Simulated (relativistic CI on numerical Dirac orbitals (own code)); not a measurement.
Slater and spin-orbit integrals, Ho⁴¹⁺

Computed by Dirac-Coulomb-Breit CI, separate exchange-only KLI orbitals for each configuration, model QED, unscaled Slater integrals (own radial code, finite nucleus).

Slater integrals F^k, G^k are unscaled and averaged over j, outside the closed core [Ne]; ζ comes from projecting the Hamiltonian with its Breit term on Σ l·s of the shell.

- 3s2 3p6 3d8: F^2(3d,3d) = 514560, F^4(3d,3d) = 331710, ζ(3d) = 134300 cm⁻¹; <r>(3d) = 0.1977, <r^2>(3d) = 0.04544 (bohr units).
- 3s2 3p5 3d9: ζ(3p) = 1.0303e+06, F^2(3p,3d) = 450170, G^1(3p,3d) = 486600, G^3(3p,3d) = 322520, ζ(3d) = 133090 cm⁻¹; <r>(3p) = 0.2198, <r^2>(3p) = 0.05593, <r>(3d) = 0.198, <r^2>(3d) = 0.04558 (bohr units).
- 3s2 3p4 3d10: F^2(3p,3p) = 447620, ζ(3p) = 1.0297e+06 cm⁻¹; <r>(3p) = 0.22, <r^2>(3p) = 0.05603 (bohr units).

Task: Give the Racah parameters of the d shell in 3s2 3p6 3d8.

Result: B = F²/49 − 5F⁴/441 = 6740 cm⁻¹ and C = 35F⁴/441 = 26326 cm⁻¹.

Averages of the first 10 configurations, taken without configuration mixing, which lowers the lowest level and can move excited configurations by several eV; other configurations of the list can lie among them:

```csv
Configuration,Parity,States,Average energy above the lowest level (eV)
3s2 3p6 3d8,even,45,39.2
3s2 3p5 3d9,odd,60,451.5
3s2 3p4 3d10,even,15,871.0
3s 3p6 3d9,even,20,780.7
3p6 3d10,even,1,1531.7
3s 3p5 3d10,odd,12,1191.5
3s2 3p6 3d7 4s,even,240,1328.3
3s2 3p6 3d7 4p,odd,720,1451.2
3s2 3p4 3d9 4s,even,300,2143.6
3s2 3p6 3d7 4d,even,1200,1603.4
```
